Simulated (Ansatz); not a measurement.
Ansatz (a program for electronic structure) input (r2SCAN0/def2-TZVPD):

Ansatz 0.2 input:
```yaml
crystal:
  periodic: [false, false, false]
  atoms:
    - {symbol: Si, position_ang: [-0.08892631, 0.05043495, -0.00743511]}
    - {symbol: C, position_ang: [-1.82521193, -0.00233044, 0.23117985]}
    - {symbol: O, position_ang: [0.40772618, -1.13994118, -1.11204414]}
    - {symbol: O, position_ang: [0.76896280, 1.38012340, -0.59914443]}
    - {symbol: O, position_ang: [0.73345334, -0.20437095, 1.45651521]}
    - {symbol: H, position_ang: [-2.48671340, -0.07424337, -0.63122314]}
    - {symbol: H, position_ang: [-2.27347129, 0.54579499, 1.05888523]}
    - {symbol: H, position_ang: [-0.20972916, -1.87190554, -1.01652968]}
    - {symbol: H, position_ang: [1.71380428, 1.20010516, -0.64292450]}
    - {symbol: H, position_ang: [0.17121114, -0.77834826, 1.98619165]}
basis:
  gaussian:
    orbitals: def2-TZVPD
hamiltonian:
  xc: {name: r2SCAN0}
total_charge: -1
output: {forces: true}
```

Output:

```
Functional definition: r2SCAN0
integrals: 0.19 GiB planned
1277 factors; their error is unknown
0.37 GiB of the device are held for the grids
1.39 GiB of device memory are held for the factors and their scratch space
mean field: 1.38 GiB planned
mean field evaluation 1: about -15130.9450 eV, gradient 6.6e1 eV
mean field evaluation 2: about -15118.8207 eV, gradient 8.7e1 eV
mean field evaluation 4: about -15139.3404 eV, gradient 6.6e0 eV
mean field evaluation 8: about -15139.4151 eV, gradient 1.5e-1 eV
mean field evaluation 16: about -15139.4336 eV, gradient 1.9e-4 eV
mean field -15139.43362668 eV, -556.3639239039 hartree, gradient 5.5e-5 eV, S^2 0.000000; 0 other end points of the search recorded, 0 dependent functions left out
the calculation of the forces begins
reference -15139.43364347 eV, -556.3639245209 hartree; 25, 25 occupied and 220, 220 virtual orbitals, 1277 factors
Total energy: -15139.43364347 eV, -556.3639245209 hartree
Atom 0 at    -0.088926     0.050435    -0.007435 Å, force     0.366051    -0.089364    -0.013510 eV/Å
Atom 1 at    -1.825212    -0.002330     0.231180 Å, force     0.056404     0.079682    -0.036245 eV/Å
Atom 2 at     0.407726    -1.139941    -1.112044 Å, force    -0.324766     0.059611     0.323076 eV/Å
Atom 3 at     0.768963     1.380123    -0.599144 Å, force     0.142483    -0.393434     0.128652 eV/Å
Atom 4 at     0.733453    -0.204371     1.456515 Å, force    -0.391891    -0.132307    -0.205797 eV/Å
Atom 5 at    -2.486713    -0.074243    -0.631223 Å, force     0.066517     0.002659     0.081550 eV/Å
Atom 6 at    -2.273471     0.545795     1.058885 Å, force     0.045980    -0.055540    -0.075946 eV/Å
Atom 7 at    -0.209729    -1.871906    -1.016530 Å, force     0.219601     0.270678    -0.036383 eV/Å
Atom 8 at     1.713804     1.200105    -0.642925 Å, force    -0.379862     0.044681     0.027849 eV/Å
Atom 9 at     0.171211    -0.778348     1.986192 Å, force     0.199484     0.213334    -0.193247 eV/Å
Dipole moment:     0.576757    -0.221541     0.010589 e Å
```

It need not be the lowest isomer of its formula. Whether it binds its extra electron was not tested at this geometry.
